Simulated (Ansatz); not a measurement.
Basis-set extrapolation for CH₄BClO (PBE0-D4/def2-TZVP geometry, frozen core, Ansatz). Multiplicity 1, RHF reference.

```
                      def2-TZVPP   def2-QZVPP
                 HF  -599.282801  -599.302104
    MP2 correlation    -0.708072    -0.764675
CCSD(T) correlation    -0.776363      not run
```

Energies in hartree. Use E(X) = E(∞) + A·exp(−7.88·√X) for Hartree–Fock and E(X) = E(∞) + B·X^(−2.97) for correlation, with X = 3 and 4, and add CCSD(T) minus MP2 of the smaller set to the MP2 limit.

What is the CCSD(T) energy at the basis-set limit?

HF limit: -599.302104 + (-0.019303) × 0.13774 = -599.30476. MP2 limit: -0.764675 + (-0.056603) × 0.74074 = -0.80660. Higher-order term: -0.776363 − (-0.708072) = -0.06829. Total: -600.17965 hartree, 75.6 kcal/mol below CCSD(T)/def2-TZVPP.
